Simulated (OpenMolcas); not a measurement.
Cu2+ among 3 point charges of -2 e arranged as a planar triangle (D3h).

```json
{"Program": "OpenMolcas", "Method": "CASSCF", "Basis": "ANO-RCC-VDZP [5s4p2d1f]", "Scalar Hamiltonian": "DKH2, point nucleus", "Active space": "9 electrons in 5 orbitals (3d)", "State averaging": "2S+1 = 2 even, 5 roots", "Spin-orbit coupling": "state interaction with AMFI integrals over the reference wave functions"}
```

All point charges move together. At R = 2.07 Å the first state of the same spin is 6198 cm-1, and at R = 2.26 Å it is 4793 cm-1.

**Question.** A third run gives 7150 cm-1. What distance was it run at?

**Answer.** With a power law R^-n the two known points give n = -ln(4793 / 6198) / ln(2.26 / 2.07) = 2.93. Then R = 2.07 × (6198 / 7150)^(1/2.93) = 1.971 Å. The run was at 1.97 Å, so the estimate is off by +0.001 Å.

An orbital doublet at a regular site is open to a Jahn-Teller distortion, which this geometry leaves out. Point charges carry no covalency, so the field is a model and not that of real ligands. No measured value stands beside these numbers.
